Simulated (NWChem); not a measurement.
System meant: C4H5BO; SMILES C=CB(O)C#C

NWChem input:

```
start job
memory heap 200 mb stack 700 mb global 900 mb
geometry units angstroms noautoz
  C     -1.086899     2.182016     0.000011
  C     -0.322843     1.234506    -0.000008
  B      0.606852     0.004333     0.000230
  O      1.943415     0.238997    -0.000093
  C      0.021003    -1.443831     0.000822
  C     -1.294163    -1.704794    -0.000514
  H     -1.750297     3.028377     0.000091
  H      2.461121    -0.572867     0.000163
  H      0.709010    -2.302522     0.002170
  H     -1.692659    -2.725131    -0.000351
  H     -2.027119    -0.890237    -0.001846
end
basis spherical
  * library def2-svp
end
dft
  xc pbe0
  iterations 4
  mulliken
end
task dft energy
```

End of the output:

```
    Atom       Charge   Shell Charges
 -----------   ------   -------------------------------------------------------
    1 C    6     6.02   1.97  0.63  0.35  1.79  1.23  0.05
    2 C    6     6.06   1.97  0.65  0.34  1.83  1.22  0.05
    3 B    5     5.15   1.96  0.51  0.22  1.47  0.66  0.33
    4 O    8     7.94   1.97  0.85  0.55  2.68  1.87  0.02
    5 C    6     6.11   1.97  0.61  0.32  1.88  1.26  0.07
    6 C    6     5.98   1.97  0.61  0.32  1.81  1.20  0.07
    7 H    1     0.95   0.60  0.27  0.08
    8 H    1     0.90   0.56  0.16  0.18
    9 H    1     0.96   0.63  0.27  0.07
   10 H    1     0.97   0.64  0.27  0.07
   11 H    1     0.96   0.63  0.26  0.07

 center of mass
 --------------
 x =   0.07179816 y =   0.07846615 z =   0.00000000

 moments of inertia (a.u.)
 ------------------
         569.008356830394          -0.000000000000           0.000000000000
          -0.000000000000         416.094646887699           0.000000000000
           0.000000000000           0.000000000000         985.103003718093

     Multipole analysis of the density
     ---------------------------------

     L   x y z        total         alpha         beta         nuclear
     -   - - -        -----         -----         ----         -------
     0   0 0 0     -0.000000    -21.000000    -21.000000     42.000000

     1   1 0 0     -0.123036     -0.061518     -0.061518      0.000000
     1   0 1 0     -0.620620     -0.310310     -0.310310     -0.000000
     1   0 0 1     -0.000000     -0.000000     -0.000000      0.000000

     2   2 0 0    -22.361415   -129.588833   -129.588833    236.816250
     2   1 1 0     -4.729450     -1.041756     -1.041756     -2.645938
     2   1 0 1      0.000000      0.000000      0.000000      0.000000
     2   0 2 0    -21.856304   -173.834154   -173.834154    325.812005
     2   0 1 1      0.000000      0.000000      0.000000      0.000000
     2   0 0 2    -27.655584    -13.827792    -13.827792      0.000000

 ------------------------------------------------------------------------
 dft energy failed                                                                                  0
 ------------------------------------------------------------------------
 ------------------------------------------------------------------------
  current input line :
    24: task dft energy
 ------------------------------------------------------------------------
 ------------------------------------------------------------------------
 This type of error is most commonly associated with calculations not reaching convergence criteria
 ------------------------------------------------------------------------
 For more information see the NWChem manual at https://nwchemgit.github.io

0:dft energy failed:Received an Error in Communication
```

Problem. Can this run be used? If not, why, and what is the fix?

Solution. The run did not converge; its last values are not results. Cause: the SCF was allowed too few iterations. This input runs:
```
start job
memory heap 200 mb stack 700 mb global 900 mb
geometry units angstroms noautoz
  C     -1.086899     2.182016     0.000011
  C     -0.322843     1.234506    -0.000008
  B      0.606852     0.004333     0.000230
  O      1.943415     0.238997    -0.000093
  C      0.021003    -1.443831     0.000822
  C     -1.294163    -1.704794    -0.000514
  H     -1.750297     3.028377     0.000091
  H      2.461121    -0.572867     0.000163
  H      0.709010    -2.302522     0.002170
  H     -1.692659    -2.725131    -0.000351
  H     -2.027119    -0.890237    -0.001846
end
basis spherical
  C library def2-svp
  B library def2-svp
  O library def2-svp
  H library def2-svp
end
dft
  xc pbe0
  iterations 150
  mulliken
end
task dft energy
```
It converges to -254.98609 Ha (PBE0/def2-SVP).
